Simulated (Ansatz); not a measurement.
Reaction (redistribution): `[OH][In]([F])[CH2]F` + `FC[SiH2]Br` → `[OH][In]([F])[Br]` + `FC[SiH2]CF`

Calculated with Ansatz (gas phase, PBE0-D4/def2-TZVP geometries, no zero-point term in ΔE). CBS: MP2 limit from def2 TZ/QZ plus the TZ coupled-cluster correction, frozen cores. DFT in def2-TZVPP. Elements past krypton have def2 core potentials. For Br, In outer-core shells are correlated without core-valence functions, which leaves a few kJ/mol of doubt a bond. Scalar relativity is left out up to krypton. Each species was taken in one conformer, which may not be the lowest.

```json
{"level": "B2PLYP", "ΔE (eV)": "-0.42"}
{"level": "MP2/def2-TZVPP", "ΔE (eV)": "-0.38"}
{"level": "CCSD/def2-TZVPP", "ΔE (eV)": "-0.44"}
{"level": "MP2/CBS(def2)", "ΔE (eV)": "-0.37"}
```

(1) What does CCSD(T)/CBS give? (Estimate.)

Largest T1 diagnostic among the species: 0.016.

Results:

(1) The calculation gave: -0.42 eV. The listed levels differ from it by 0.00, 0.04, -0.02, 0.05 eV.

In def2-TZVPP, CCSD(T) changes the Hartree–Fock value by +0.21 eV (the triples alone add +0.02 eV) and MP2 by +0.26 eV. From PBE to PBE0 (25 % exact exchange), in def2-TZVPP and without D4, ΔE moves by −0.06 eV.
